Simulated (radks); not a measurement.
All-electron atom: Er III in [Xe] 4f11 7f1 (not the ground configuration).

All-electron calculation, Dirac Kohn-Sham, PBE, spin-unpolarised, spherical densities, point nucleus; open shells are shared between the two j in proportion to 2j + 1. Program: a radial shooting solver on a logarithmic mesh with Libxc functionals.

Energy parts (hartree):
| part | energy |
|---|---|
| total | -13098.2200 |
| kinetic | 14460.6134 |
| electron-nucleus | -32340.7487 |
| Hartree | 5060.2123 |
| exchange-correlation | -278.2970 |

Orbitals (lengths in bohr, moments of r in powers of bohr; r(max) is where P^2 peaks; r(90%) holds 90 % of the orbital's charge):
orbital      occ.  eigenvalue (hartree)   r(max)  r(90%)
1s1/2           2             -2107.178  0.01285  0.0369
2s1/2           2             -354.7320  0.07340   0.134
2p1/2           2             -337.8918  0.05512   0.118
2p3/2           4             -304.1968  0.06134   0.128
3s1/2           2             -80.37681   0.2074   0.330
3p1/2           2             -72.99526   0.1950   0.323
3p3/2           4             -65.91874   0.2080   0.342
3d3/2           4             -53.30851   0.1642   0.314
3d5/2           6             -51.76236   0.1679   0.319
4s1/2           2             -16.76923   0.4741   0.730
4p1/2           2             -13.81918   0.4764   0.752
4p3/2           4             -12.22283   0.5039   0.797
4d3/2           4              -7.36950   0.5065   0.866
4d5/2           6              -7.07863   0.5154   0.882
4f5/2     4.71429              -1.23390   0.5032    1.30
4f7/2     6.28571              -1.19136   0.5083    1.33
5s1/2           2              -2.91773    1.104    1.77
5p1/2           2              -2.09702    1.198    2.00
5p3/2           4              -1.88140    1.279    2.14
7f5/2    0.428571              -0.11652    16.58    20.6
7f7/2    0.571429              -0.11633    16.60    20.6

The highest occupied level is 7f7/2 at -3.166 eV. Summed over all electrons, <r^2> = 283.8 bohr^2, which gives a Langevin (diamagnetic) susceptibility term of -225 x 10^-6 cm^3/mol. The density falls to 0.001 e/bohr^3 at r = 3.23 bohr.
